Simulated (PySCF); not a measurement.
**Kr⁺ (krypton, charge +1) across methods**

[Ar] 3d10 4s2 4p5, 2P determinant. Calculation: PySCF 2.14, in x2c-QZVPPall with one added diffuse shell each of s, p, d, f type (12s9p6d5f1g, 113 functions); scalar relativity by spin-free X2C-1e.

```tsv
method	E (hartree)	mean ε 4s β (eV)	mean ε 4p α (eV)	mean ε 4p β (eV)	Σ⟨r²⟩ (bohr²)	⟨S²⟩
PBE	-2789.246	-33.376	-19.969	-19.038	31.53	0.752
LDA	-2785.739	-33.665	-20.072	-19.176	31.50	0.751
MN15	-2791.497	-35.961	-22.363	-21.410	31.39	0.753
M06-L	-2789.504	-33.746	-20.321	-19.237	31.28	0.754
CAM-B3LYP	-2789.773	-37.345	-23.012	-22.072	31.59	0.752
PBE0	-2789.308	-35.616	-21.618	-20.603	31.45	0.753
UHF	-2787.79384	-41.104	-25.550	-24.216	31.64	0.758
```

(1) Estimate the same row for r2SCAN.

Answers

(1) E (hartree) = -2789.588; mean ε 4s β (eV) = -33.983; mean ε 4p α (eV) = -20.493; mean ε 4p β (eV) = -19.464; Σ⟨r²⟩ (bohr²) = 31.37; ⟨S²⟩ = 0.754.
